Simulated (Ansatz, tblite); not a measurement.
Removing an electron: HgCl2. Charge 0, multiplicity 1. Geometry: B3LYP-D4/def2-TZVP. Ansatz, gas phase; energy differences of separate SCF runs; the oxidised species was run as a doublet alone.

Cartesian coordinates in Å:
```
Hg -0.001 0.000 -0.002
Cl 2.080 -0.077 -0.939
Cl -2.080 0.078 0.940
```

In the def2 sets Hg takes a core potential; there is no spin–orbit coupling. The xTB rows come from tblite. Correlated methods freeze 10 core orbitals; core or outer-core shells of Hg are correlated, in sets that lack core-valence functions. In CCSD on the charge 1 doublet the largest single amplitude is 0.21, so its Hartree–Fock determinant may place the open shell otherwise than the density functionals do. HOMO above LUMO, or a gap near zero within one spin, warns that the state may not be the lowest or that an electron is smeared out.

```tsv
level	−HOMO (eV)	vertical IE (eV)	−LUMO (eV)	HOMO–LUMO gap (eV)	remarks
GFN1-xTB	13.31	15.81	8.19	5.12	–
GFN2-xTB	12.35	15.40	8.26	4.09	–
HF/def2-TZVPP	–	10.43	–	–	–
PBE-D4/def2-TZVP	7.55	10.62	3.43	4.12	gap within one spin near zero (+1 doublet)
r2SCAN-D4/def2-TZVP	7.88	10.84	3.29	4.59	–
CAM-B3LYP-D4/def2-TZVP	10.29	11.40	1.48	8.80	–
MP2/def2-TZVPP	–	11.64	–	–	–
```

(1) Estimate the rows for revPBE-D4/def2-TZVP, BLYP-D4/def2-TZVP, PBE0-D4/def2-TZVP, r2SCAN0-D4/def2-TZVP, CCSD/def2-TZVPP, CCSD(T)/def2-TZVPP.

## Answers

(1) 
```json
{"level": "revPBE-D4/def2-TZVP", "−HOMO (eV)": "7.48", "vertical IE (eV)": "10.56", "−LUMO (eV)": "3.32", "HOMO–LUMO gap (eV)": "4.16", "remarks": "gap within one spin near zero (+1 doublet)"}
{"level": "BLYP-D4/def2-TZVP", "−HOMO (eV)": "7.38", "vertical IE (eV)": "10.47", "−LUMO (eV)": "3.34", "HOMO–LUMO gap (eV)": "4.04", "remarks": "gap within one spin near zero (+1 doublet)"}
{"level": "PBE0-D4/def2-TZVP", "−HOMO (eV)": "8.93", "vertical IE (eV)": "11.07", "−LUMO (eV)": "2.50", "HOMO–LUMO gap (eV)": "6.43", "remarks": "–"}
{"level": "r2SCAN0-D4/def2-TZVP", "−HOMO (eV)": "9.16", "vertical IE (eV)": "11.21", "−LUMO (eV)": "2.44", "HOMO–LUMO gap (eV)": "6.72", "remarks": "–"}
{"level": "CCSD/def2-TZVPP", "−HOMO (eV)": "–", "vertical IE (eV)": "11.37", "−LUMO (eV)": "–", "HOMO–LUMO gap (eV)": "–", "remarks": "–"}
{"level": "CCSD(T)/def2-TZVPP", "−HOMO (eV)": "–", "vertical IE (eV)": "11.37", "−LUMO (eV)": "–", "HOMO–LUMO gap (eV)": "–", "remarks": "–"}
```

Relaxing the oxidised species (B3LYP-D4/def2-TZVP) changes its energy by 0.00 eV at PBE-D4/def2-TZVP, so the adiabatic ionisation energy to this nearest minimum is 10.62 eV. At PBE0-D4/def2-TZVP it is 11.07 eV. The gap within one spin of the relaxed charge 1 doublet nearly closes, so an electron or hole may be smeared out by delocalisation error.  Run but left out: LDA (SPW92)/def2-TZVP (charge +1 doublet: an occupied level 0.10 eV above an empty one).  Raw xTB energy differences between charge states are shifted by several eV; the methods need an empirical correction for them.
